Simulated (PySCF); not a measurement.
CH7FOSi3, SMILES O1[C@H]([SiH2]F)[SiH2][SiH2]1.

The structure is a stationary point at PBE0-D3(BJ)/def2-SVP. The structure was generated by enumeration; whether it is a known compound was not checked. The values are those of a single conformer.

These are TDA-LC-ωPBE/def2-SVPD run with PySCF values and carry that method's errors.

Vertical excitations. The molecule is in vacuum.

Computed excitation energies, oscillator strengths and character:
| state | energy (eV) | λ (nm) | f | main pairs |
|---|---|---|---|---|
| S1 | 6.15 | 201 | 0.053 | HOMO→LUMO 85 % |
| S2 | 6.52 | 190 | 0.039 | HOMO−1→LUMO 77 % |
| S3 | 6.90 | 180 | 0.020 | HOMO→LUMO+2 49 %, HOMO→LUMO+3 16 %, HOMO−2→LUMO 9 %, HOMO→LUMO+1 7 % |
| S4 | 6.96 | 178 | 0.008 | HOMO−2→LUMO 74 % |
| S5 | 7.08 | 175 | 0.187 | HOMO→LUMO+1 49 %, HOMO−2→LUMO+1 11 % |
| S6 | 7.35 | 169 | 0.045 | HOMO−1→LUMO+1 48 %, HOMO→LUMO+1 17 %, HOMO−2→LUMO+1 13 % |
| S7 | 7.54 | 165 | 0.060 | HOMO−1→LUMO+2 53 %, HOMO−1→LUMO+3 17 % |
| S8 | 7.65 | 162 | 0.044 | HOMO−2→LUMO+2 49 %, HOMO−2→LUMO+3 12 %, HOMO−2→LUMO+1 11 % |
| S9 | 7.74 | 160 | 0.047 | HOMO−2→LUMO+1 44 %, HOMO−1→LUMO+1 20 %, HOMO−2→LUMO+3 10 % |
| S10 | 7.82 | 159 | 0.002 | HOMO→LUMO+3 50 %, HOMO→LUMO+2 19 % |
| T1 | 5.49 | 226 | 0 | HOMO→LUMO 73 % |
| T2 | 5.80 | 214 | 0 | HOMO→LUMO+2 39 %, HOMO−1→LUMO+2 17 %, HOMO→LUMO+3 17 %, HOMO−1→LUMO+3 8 % |
| T3 | 5.84 | 212 | 0 | HOMO→LUMO+1 55 %, HOMO−1→LUMO+1 20 % |
| T4 | 5.95 | 209 | 0 | HOMO−1→LUMO 71 % |
Triplets are in the Tamm–Dancoff approximation.
